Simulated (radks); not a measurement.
Question: Ga20+, configuration [Ne] 4f1 (not the ground configuration). All-electron calculation, scalar-relativistic Kohn-Sham, r2SCAN, spin-unpolarised, spherical densities, finite nucleus; meta-GGA in the generalised Kohn-Sham scheme; Fermi nuclear charge, rms radius 3.9973 fm. Program: a radial shooting solver on a logarithmic mesh with Libxc functionals. Some entries of the table are withheld. Estimate them.

| orbital | occ. | eigenvalue (hartree) | r(max) (bohr) | <1/r> (bohr^-1) |
|---|---|---|---|---|
| 1s | 2 | -408.8822 | 0.03178 | 31.31 |
| 2s | 2 | (1) | (2) | 6.986 |
| 2p | 6 | -71.00311 | 0.1449 | 6.829 |
| 3s | 0 | -29.08905 | (3) | 2.734 |
| 3p | 0 | -27.30720 | 0.4874 | (4) |
| 4f | 1 | -13.25159 | 0.7616 | 1.315 |

Answer: 
(1) 2s eigenvalue (hartree): -76.83378
(2) 2s r(max) (bohr): 0.1808
(3) 3s r(max) (bohr): 0.5030
(4) 3p <1/r> (bohr^-1): 2.661
